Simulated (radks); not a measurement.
Results of a calculation; reference values are marked as such.
Tb3+, 62 electrons, occupied as [Kr] 4d10 4f8 5s1 5p6 5f1 (not the ground configuration). Level of theory: Dirac Kohn-Sham, PBE, spin-unpolarised, spherical densities, finite nucleus; open shells are shared between the two j in proportion to 2j + 1; Fermi nuclear charge, rms radius 5.06 fm (a radial shooting solver on a logarithmic mesh with Libxc functionals). Some entries of the table are withheld. Estimate them.

orbital      occ.  eigenvalue (eV)  r(max) (bohr)
1s1/2           2        -51837.74        0.01364
2s1/2           2        -8624.034        0.07767
2p1/2           2        -8198.053        0.05859
2p3/2           4        -7451.488        0.06451
3s1/2           2        -1945.788         0.2200
3p1/2           2        -1760.438         0.2073
3p3/2           4        -1606.320         0.2198
3d3/2           4              (1)         0.1744
3d5/2           6              (2)         0.1779
4s1/2           2        -419.0889         0.5050
4p1/2           2        -346.4035         0.5087
4p3/2           4        -312.0084         0.5352
4d3/2           4        -192.2015         0.5416
4d5/2           6        -185.9645         0.5501
5s1/2           1         -84.6324          1.164
5p1/2           2         -63.8792          1.258
5p3/2           4         -58.7321          1.329
4f5/2     3.42857         -43.8798         0.5472
4f7/2     4.57143         -43.0101         0.5520
5f5/2    0.428571         -11.8019            (3)
5f7/2    0.571429         -11.7751            (4)

Answer. 
(1) 3d3/2 eigenvalue (eV): -1286.836
(2) 3d5/2 eigenvalue (eV): -1253.214
(3) 5f5/2 r(max) (bohr): 3.783
(4) 5f7/2 r(max) (bohr): 3.799
